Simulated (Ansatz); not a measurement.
Total energies of `CC(C)(C)O[Si]F`.

Z-matrix (Å, degrees):
```
C
C 1 1.518
H 1 1.092 2 110.4
H 1 1.092 2 110.4 3 119.8
H 1 1.092 2 110.5 3 -120.1
C 2 1.520 1 110.9 3 -177.9
C 2 1.520 1 110.9 3 58.1
O 2 1.439 1 106.0 3 -59.9
H 6 1.091 2 110.8 1 179.6
H 6 1.092 2 110.3 1 58.9
H 6 1.092 2 110.2 1 -60.5
H 7 1.092 2 110.3 1 -58.9
H 7 1.091 2 110.8 1 -179.6
H 7 1.092 2 110.2 1 60.5
Si 8 1.621 2 139.8 1 180.0
F 15 1.626 8 104.0 2 -0.0
```

Charge 0, multiplicity 1. The structure was optimised at the PBE0-D4/def2-TZVP level. It is one conformer, not always the lowest. Basis def2-TZVPP, Ansatz 0.2.0.

RPA on PBE orbitals: Hartree–Fock energy of these orbitals -620.10255 Eh, correlation -2.08189 Eh (frozen core).

| functional | energy without D4 (Eh) | D4 term (kJ/mol) |
| --- | --- | --- |
| LDA (SPW92) | -618.82728 | – |
| revPBE | -622.45864 | -123.6 |
| BLYP | -622.52745 | -86.0 |
| B97M-V | -622.51504 | – |
| B3LYP | -622.66767 | -62.6 |
| r2SCAN0 | -622.39300 | -12.0 |
| CAM-B3LYP | -622.51261 | -33.8 |
| LC-ωPBE | -622.34641 | – |
| ωB97X-V | -622.49272 | – |
| PBE-QIDH | -622.01845 | – |

(1) Give the same for PBE, r2SCAN, PBE0, r2SCANh, HSE06 (plane-wave form), BHLYP, ωB97M-V, B2PLYP. (Best estimate.)

B3LYP takes the VWN-RPA correlation (the form of Gaussian; ORCA's B3LYP/G). HSE06 is the plane-wave form, built on full-range PBE exchange. The double hybrids freeze the cores in their second-order part.

Results:

(1) The calculation gave: 
```csv
functional,energy without D4 (Eh),D4 term (kJ/mol)
PBE,-622.09064,-39.3
r2SCAN,-622.43488,-10.4
PBE0,-622.14339,-33.5
r2SCANh,-622.41746,-10.9
HSE06 (plane-wave form),-622.11962,-31.1
BHLYP,-622.46714,-45.1
ωB97M-V,-622.49618,–
B2PLYP,-622.27153,–
```

LC-ωPBE has ω = 0.4 bohr⁻¹.
